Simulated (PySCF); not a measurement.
How methods differ on the ionisation energy of Te³⁰⁺

Te³⁰⁺ [Ar] 3d4 (5D) → Te³¹⁺ [Ar] 3d3 (4F), as a difference of total energies. All numbers are calculated (PySCF 2.14, the spin-free X2C one-electron Hamiltonian (Gaussian nucleus), in an uncontracted even-tempered set (18 s from 4.4 bohr⁻², ratio 2.5; 12 p from 5.7 bohr⁻², ratio 2.5; 8 d from 5.7 bohr⁻², ratio 2.5; 4 f from 22 bohr⁻², ratio 2.7; 3 g from 33 bohr⁻², ratio 2.7)). Correlated levels: outer shells: [Ne] frozen; virtual orbitals above 40 to 60 times the deepest correlated orbital energy dropped. The calculations carry no spin-orbit coupling.

```tsv
method	ionisation energy (eV)
UHF	1800.6
LDA	1800.8
PBE	1799.9
PBE0	1800.6
r2SCAN	1799.8
revPBE	1799.8
PBEsol	1800.1
MP2 (outer shells)	1801.2
SCS-MP2 (outer shells)	1800.7
```

A first-order spin-orbit estimate (lowest level to lowest level, LS coupling) adds -2.839 eV.

Breit and QED terms and the two-electron picture change are absent.

For comparison: 1803 ± 4 eV (theoretical estimate listed by NIST; NIST Atomic Spectra Database, ionization energies).
